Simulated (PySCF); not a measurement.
**Two-component Hartree-Fock for Xe (xenon, neutral)**

Start: [Kr] 4d10 5s2 5p5 6s1; 5p1/2 filled at m_j = -1/2, +1/2; 5p3/2 filled at m_j = -1/2, +1/2, +3/2; 6s1/2 filled at m_j = +1/2. Calculated with PySCF 2.14 in x2c-SVPall-2c with one added diffuse shell each of s, p type (7s9p4d, 54 functions): generalised Hartree-Fock with the X2C-1e Hamiltonian and a Gaussian nucleus; one run each with spin-orbit coupling (SO) switched off, then screened by Boettger's factors. This is a chosen level, not necessarily the ground level.

| spinor shell | electrons | ε, spin-free (eV) | ε, screened SO (eV) | weight of nominal j (screened SO) | rms radius, screened SO (bohr) |
| --- | --- | --- | --- | --- | --- |
| 1s1/2 | 2 | -34726.7 | -34722.6 | 1.000 | 0.0305 |
| 2s1/2 | 2 | -5509.3 | -5508.0 | 1.000 | 0.124 |
| 2p1/2 | 2 | -4938.4 | -5164.5 | 1.000 | 0.107 |
| 2p3/2 | 4 | -4938.4 | -4836.5 | 1.000 | 0.112 |
| 3s1/2 | 2 | -1174.1 | -1173.7 | 1.000 | 0.326 |
| 3p1/2 | 2 | -985.12 | -1029.1 | 1.000 | 0.318 |
| 3p3/2 | 4 | -985.12 | -964.97 | 1.000 | 0.330 |
| 3d3/2 | 4 | -704.85 | -712.44 | 1.000 | 0.303 |
| 3d5/2 | 6 | -704.85 | -699.28 | 1.000 | 0.305 |
| 4s1/2 | 2 | -233.90 | -233.70 | 1.000 | 0.762 |
| 4p1/2 | 2 | -171.34 | -180.08 | 1.000 | 0.798 |
| 4p3/2 | 4 | -171.34 | -167.18 | 1.000 | 0.823 |
| 4d3/2 | 4 | -77.066 | -78.152 | 0.997 | 0.946 |
| 4d5/2 | 6 | -77.066 | -76.099 | 0.998 | 0.949 |
| 5s1/2 | 2 | -30.730 | -30.671 | 1.000 | 1.97 |
| 5p1/2 | 2 | -15.841 | -16.884 | 0.921 | 2.33 |
| 5p3/2 | 3 | -15.841 | -15.280 | 0.947 | 2.42 |
| 6s1/2 | 1 | -2.946 | -2.946 | 1.000 | 5.09 |

```tsv
quantity	spin-free	screened SO
E (hartree)	-7441.24891	-7443.62865
M_J	2	2
⟨J²⟩	6.006	6.006
⟨L²⟩	2.004	2.031
⟨S²⟩	2.002	2.031
```

Each row is a mean over spinors that exchange with the open shell spreads, by up to 2.813 eV (5s1/2).

Breit and QED terms are absent; they matter most for the inner s and p1/2 levels.

Densities and radii are taken from the X2C orbitals without a picture-change correction, which distorts them close to the nucleus.

Without spin-orbit coupling the j labels of p, d and f shells carry no meaning; the spin-free column gives the mean over the occupied spinors of each nl shell.
